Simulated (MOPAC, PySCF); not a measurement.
CH₄OSi, SMILES `C=[SiH]O` (C–Si–O–H torsion 0°), neutral singlet in the gas phase. 

Cartesian coordinates (Å):
```xyz
7

C     -1.1856     0.0712     0.1089
Si     0.4065     0.1315    -0.4531
O      1.7640    -0.2963     0.3470
H     -1.4879    -0.2683     1.0916
H     -1.9835     0.3936    -0.5507
H      0.8204     0.5923    -1.7872
H      1.6661    -0.6241     1.2434
```
Charge 0, spin multiplicity 1.

All levels are single points at this geometry (PBE0-D3(BJ)/def2-TZVP); Pople sets use spherical d functions. Orbital energies aren't observables, and empty levels follow the basis.

ωB97X-D3(BJ)/def2-TZVP in PySCF gives HOMO (eV) = -8.51.

### Question
Estimate the HOMO (eV) from each of these levels: PBE0-D3(BJ)/def2-TZVP in PySCF; B3LYP/3-21G in PySCF; B3LYP/6-31G* in PySCF; M06-2X/6-31G* in PySCF; PBE/6-31G* in PySCF; SVWN5/6-31G* in PySCF; HF/3-21G in PySCF; PM3 in MOPAC.

### Answer

| level | HOMO (eV) |
|---|---|
| PBE0-D3(BJ)/def2-TZVP in PySCF | -6.20 |
| B3LYP/3-21G in PySCF | -5.68 |
| B3LYP/6-31G* in PySCF | -5.69 |
| M06-2X/6-31G* in PySCF | -7.00 |
| PBE/6-31G* in PySCF | -4.85 |
| SVWN5/6-31G* in PySCF | -4.97 |
| HF/3-21G in PySCF | -8.32 |
| PM3 in MOPAC | -7.99 |
